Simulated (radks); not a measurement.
Question: Ionisation of neutral cobalt, [Ar] 3d7 4s2, to [Ar] 3d8 as the strength of local exchange is varied. Calculated with a radial shooting solver on a logarithmic mesh with Libxc functionals: non-relativistic Kohn-Sham, Slater X-alpha exchange (alpha = 2/3 is LDA exchange), no correlation, spin-unpolarised, spherical densities, point nucleus.

alpha  E(Co) (hartree)  exchange (hartree)  IE (eV)  -e of the level emptied (eV)  <r> of it (bohr)
0.564      -1369.46813           -45.47856    5.868                    4.002 (4s)             3.055
0.65       -1376.42100           -52.68803    5.602                    4.494 (4s)             2.985
0.697      -1380.23617           -56.65840    5.431                    4.773 (4s)             2.948
0.778      -1386.83662           -63.55098    5.090                    5.269 (4s)             2.887
0.838      -1391.74651           -68.69729    4.801                    5.650 (4s)             2.844
x          -1377.79970           -54.12166    5.542                    4.594 (4s)             2.972

Which alpha was used in the last row?

Answer: alpha = 0.667. NIST Atomic Spectra Database: 7.881 eV (measured). The central value is not met in this range of alpha. Spin polarisation and multiplet splitting are left out, so open shells lie too high by an amount that depends on their filling.

Beside tabulated values, note that spin-unpolarised runs miss the spin-polarisation part of the exchange energy of open shells.
